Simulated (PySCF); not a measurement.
Run record for `C(c1csc(c1)Cl)(O)=O`: BLYP/def2-SVPD, TDA, 12 singlets.

Method: TDA BLYP/def2-SVPD, vertical, gas phase, core orbitals frozen in the response (PySCF 2.14.0, density-fitted response routines). Geometry: GFN2-xTB. The input is one job of a driver script: a line of settings, then coordinates in Å.

Command:
```bash
OMP_NUM_THREADS=1 python probes_run.py task.json out
```

Input:
```
{"job": {"kind": "uv", "xc": "BLYP", "basis": "def2-SVPD", "nstates": 12, "ntriplets": 5, "tda": true}, "charge": 0, "multiplicity": 1}
O     -2.163914     1.397082    -0.542018
C     -1.569193     0.380268    -0.287865
O     -2.183670    -0.806519    -0.178035
C     -0.118495     0.289372    -0.066771
C      0.702884     1.381796    -0.128736
S      2.336208     0.985148     0.169019
C      1.914039    -0.690956     0.384073
Cl     3.112390    -1.852023     0.744280
C      0.584371    -0.909905     0.229568
H     -3.135241    -0.698384    -0.331785
H      0.411291     2.392174    -0.336937
H      0.110529    -1.868741     0.319181
```

Output:
```
coarse grid: 12712 points
cycle   1  E = -1200.1720475345  dE =  1.659e+00  |g| = 1.072e+00  |ddm| = 9.579e+00
cycle   2  E = -1196.5189684142  dE =  3.653e+00  |g| = 3.180e+00  |ddm| = 8.642e+00
cycle   3  E = -1199.9381395711  dE = -3.419e+00  |g| = 1.229e+00  |ddm| = 8.916e+00
cycle   4  E = -1200.3777675209  dE = -4.396e-01  |g| = 2.902e-01  |ddm| = 1.972e+00
cycle   5  E = -1200.3797943410  dE = -2.027e-03  |g| = 3.005e-01  |ddm| = 1.051e+00
cycle   6  E = -1200.3997863072  dE = -1.999e-02  |g| = 1.245e-01  |ddm| = 7.789e-01
cycle   7  E = -1200.4028717826  dE = -3.085e-03  |g| = 2.953e-02  |ddm| = 2.741e-01
cycle   8  E = -1200.4030478658  dE = -1.761e-04  |g| = 1.998e-02  |ddm| = 9.866e-02
cycle   9  E = -1200.4031375168  dE = -8.965e-05  |g| = 6.860e-03  |ddm| = 4.471e-02
cycle  10  E = -1200.4031464309  dE = -8.914e-06  |g| = 3.757e-03  |ddm| = 1.944e-02
cycle  11  E = -1200.4031499200  dE = -3.489e-06  |g| = 1.091e-03  |ddm| = 9.586e-03
final grid: 118064 points
cycle  12  E = -1200.5971996885  dE = -5.123e-05  |g| = 7.341e-03  |ddm| = 2.486e-01
cycle  13  E = -1200.5971359671  dE =  6.372e-05  |g| = 1.762e-02  |ddm| = 4.094e-02
cycle  14  E = -1200.5972105201  dE = -7.455e-05  |g| = 2.933e-03  |ddm| = 3.280e-02
cycle  15  E = -1200.5972124470  dE = -1.927e-06  |g| = 9.099e-04  |ddm| = 6.648e-03
cycle  16  E = -1200.5972126275  dE = -1.805e-07  |g| = 2.077e-04  |ddm| = 2.632e-03
cycle  17  E = -1200.5972126345  dE = -6.971e-09  |g| = 1.203e-04  |ddm| = 6.460e-04
cycle  18  E = -1200.5972126377  dE = -3.206e-09  |g| = 4.441e-05  |ddm| = 2.993e-04
cycle  19  E = -1200.5972126383  dE = -5.616e-10  |g| = 1.027e-05  |ddm| = 1.094e-04
converged SCF energy = -1200.5972126383

Static polarisability (au): isotropic 102.499, principal 59.792 105.701 142.004

Singlet excitations
state   eV       nm        f      main configurations
  1   4.3137    287.4   0.02307   H->L 0.76, H-2->L 0.09, H->L+1 0.08
  2   4.3293    286.4   0.00002   H-1->L 0.99
  3   5.1472    240.9   0.00006   H->L+2 0.98
  4   5.1704    239.8   0.07427   H-2->L 0.53, H->L+1 0.25, H->L 0.13
  5   5.4035    229.5   0.00001   H-1->L+1 0.99
  6   5.5456    223.6   0.00004   H->L+3 0.62, H->L+4 0.36
  7   5.5621    222.9   0.00039   H-4->L 0.98
  8   5.6674    218.8   0.00079   H->L+4 0.63, H->L+3 0.35
  9   5.6725    218.6   0.06171   H-1->L+2 0.81, H->L+1 0.09
 10   5.7713    214.8   0.36599   H->L+1 0.30, H-2->L+1 0.21, H-1->L+2 0.19
 11   5.9416    208.7   0.02858   H-3->L 0.72, H-3->L+1 0.12, H-1->L+4 0.09
 12   5.9723    207.6   0.00004   H-2->L+2 0.99

Triplet excitations (Tamm-Dancoff, eV): 3.1984 4.0948 4.1733 4.2892 4.8957
```

The SCF starts on a coarse grid where the log names one; the energy can jump when the final grid takes over, and dE then counts from the start density on the new grid. H and L stand for HOMO and LUMO; the number after each pair is its weight.

Problem. Give S1 in cm⁻¹ and kJ/mol.

Solution. 4.3137 eV × 8065.54 = 34792 cm⁻¹; × 96.485 = 416.2 kJ/mol.

Problem. Which computed singlet has the largest oscillator strength, and what do all of them sum to?

Solution. State 10 at 5.77 eV (215 nm), f = 0.366; the 12 states sum to 0.555.

In short: SCF converged in 19 cycles with 224 basis and 888 fitting functions; HOMO -6.00 eV, LUMO -2.39 eV; lowest singlet 4.31 eV; lowest triplet 3.20 eV (Tamm–Dancoff); mean polarisability 102.5 au.

Problem. Estimate the wall time. Hardware: Arm Neoverse V1, one thread, shared host with 32 logical CPUs at a one-minute load of 14. And the peak memory of the process?

Solution. About 51 s, with 0.75 GiB resident at the peak, the Python interpreter and its libraries included.

The values belong to the conformer `[O:1]=[C:2]([OH:3])[c:4]1[cH:5][s:6][c:7]([Cl:8])[cH:9]1`: O1–C2–C4–C5 0°, H–O3–C2–O1 0°.
